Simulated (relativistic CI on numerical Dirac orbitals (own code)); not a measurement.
## Electric-dipole lines of Pr17+

These numbers are calculated, not measured: Dirac-Coulomb-Breit CI, separate exchange-only KLI orbitals for each configuration, model QED (radiative potential, 1s self-energy scaled to tabulated hydrogen-like ionisation energies), unscaled Slater integrals (own radial code, finite nucleus).

Configurations in the expansion (outside the closed core [Ar] 3d10): 4s2 4p6 4d6, 4s2 4p5 4d7, 4s2 4p6 4d5 4f, 4s 4p6 4d7, 4s2 4p5 4d6 4f, 4s2 4p6 4d5 5s, 4s2 4p6 4d5 5p, 4s 4p6 4d6 4f, 4s2 4p6 4d4 4f 5s, 4s2 4p6 4d5 5d, 4s2 4p6 4d4 5s 5p, 4s2 4p5 4d6 5s, 4s2 4p6 4d5 5f, 4s2 4p6 4d5 6s, 4s2 4p6 4d5 6p, 4s 4p6 4d6 5s, 4s2 4p6 4d5 6f, 4s2 4p6 4d5 7s, 4s2 4p6 4d5 7p, 4p6 4d7 5p, 4p6 4d8, 4p5 4d9, 4p5 4d8 4f, 4s2 4p6 4d4 5s2, 4s2 4p6 4d3 4f 5s2, 4s2 4p5 4d4 4f 5s2, 4s2 4p6 4d3 5s2 5p. Double excitations out of closed p, d and f shells are left out; levels of such configurations are missing from the list, as are those of other unlisted configurations, and high levels can miss mixing partners. These lack a partner that the ground configuration has and come out too high: 4s2 4p5 4d6 5s.

```tsv
λ vac (nm)	Lower	Upper	A (s⁻¹)	E lower (eV)	E upper (eV)
9.4138	4s2 4p6 4d6 5D_4 [1]	4s2 4p6 4d5 4f 3G°_5 [211]	3.45e+09	0.000	131.705
10.962	4s2 4p6 4d6 1I_6 [19]	4s2 4p6 4d5 4f 1H°_5 [112]	1.45e+10	11.716	124.819
10.983	4s2 4p6 4d6 3H_5 [8]	4s2 4p5 4d7 3F°_4 [81]	9.71e+09	6.398	119.288
11.103	4s2 4p6 4d6 3H_4 [6]	4s2 4p5 4d7 3F°_3 [65]	5.95e+09	5.118	116.782
11.170	4s2 4p6 4d6 5D_4 [1]	4s2 4p5 4d7 3F°_4 [44]	2.96e+09	0.000	111.002
11.170	4s2 4p6 4d6 3H_6 [7]	4s2 4p5 4d7 1H°_5 [68]	1.12e+10	6.306	117.308
11.208	4s2 4p6 4d6 3H_6 [7]	4s2 4p5 4d7 3H°_6 [67]	1.17e+10	6.306	116.931
11.225	4s2 4p6 4d6 1I_6 [19]	4s2 4p5 4d7 3I°_6 [92]	6.14e+09	11.716	122.168
11.239	4s2 4p6 4d6 5D_4 [1]	4s2 4p5 4d7 5D°_3 [42]	1.12e+10	0.000	110.319
11.244	4s2 4p6 4d6 5D_3 [3]	4s2 4p5 4d7 5P°_2 [53]	9.67e+09	2.574	112.841
11.254	4s2 4p6 4d6 3G_5 [16]	4s2 4p5 4d7 3F°_4 [89]	1.05e+10	10.589	120.759
11.336	4s2 4p6 4d6 3H_4 [6]	4s2 4p5 4d7 3F°_4 [58]	1.41e+10	5.118	114.492
11.364	4s2 4p6 4d6 5D_3 [3]	4s2 4p5 4d7 5P°_3 [47]	5.33e+09	2.574	111.680
11.393	4s2 4p6 4d6 5D_2 [2]	4s2 4p5 4d7 5D°_1 [43]	1.27e+10	2.057	110.883
11.400	4s2 4p6 4d6 5D_4 [1]	4s2 4p5 4d7 5D°_4 [39]	1.33e+10	0.000	108.761
11.506	4s2 4p6 4d6 3H_5 [8]	4s2 4p5 4d7 3H°_5 [57]	9.59e+09	6.398	114.152
11.507	4s2 4p6 4d6 5D_3 [3]	4s2 4p5 4d7 5D°_3 [42]	6.62e+09	2.574	110.319
11.526	4s2 4p6 4d6 5D_2 [2]	4s2 4p5 4d7 3P°_2 [41]	1.03e+10	2.057	109.629
11.529	4s2 4p6 4d6 5D_1 [4]	4s2 4p5 4d7 3D°_2 [45]	5.88e+09	3.705	111.246
11.568	4s2 4p6 4d6 5D_4 [1]	4s2 4p5 4d7 5F°_5 [36]	6.84e+09	0.000	107.175
```

Terms are leading LS components. Brackets give the number of a level in order of energy, since labels repeat. The list gives strong lines, with weight on those to low levels, without lines whose two gauges differ by over a factor of 2.5, among the lowest 400 of 9853 levels, so that lines to higher ones, which can be the strongest, are missing. Levels whose partners in the same complex of configurations lie outside the list can be far off, and so can their lines. Rates are taken at the computed energies, electric ones in the length gauge.

At this charge energies of transitions that change n are usually good to better than 1 %, and those within a shell (Δn = 0) to a few per cent. Terms inside the open d or f shell come out 10 to 20 % too wide with unscaled integrals.

LS names give the leading component of a level, which can be under half, so a name can repeat, a term be missing and a line seem to break the LS rules.
